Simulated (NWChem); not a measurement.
System: NH₂SeI; SMILES N[Se]I

```xyz
5

Se     0.3829     1.3433     0.0000
I     -0.0158    -1.2156     0.0000
N     -1.2309     2.1067     0.0000
H     -1.7833     2.0032     0.8468
H     -1.7833     2.0032    -0.8468
```
Atoms are numbered in this order, from 1.

Computed with NWChem. All runs use the structure optimised with PBE0/def2-SVP. Not confirmed as a minimum by frequencies. def2 effective core potentials on I; no spin-orbit coupling. Ions are spin-unrestricted doublets at the neutral geometry; other ion states weren't tried.

For level PBE/def2-SVP:

```yaml
vertical ionisation energy, ΔSCF (eV): 8.29
"−ε(HOMO) (eV)": 5.21
```

How do the values read with level CAM-B3LYP/def2-SVP instead?


| Quantity | Result |
|---|---|
| vertical ionisation energy, ΔSCF (eV) | 8.76 |
| −ε(HOMO) (eV) | 7.67 |
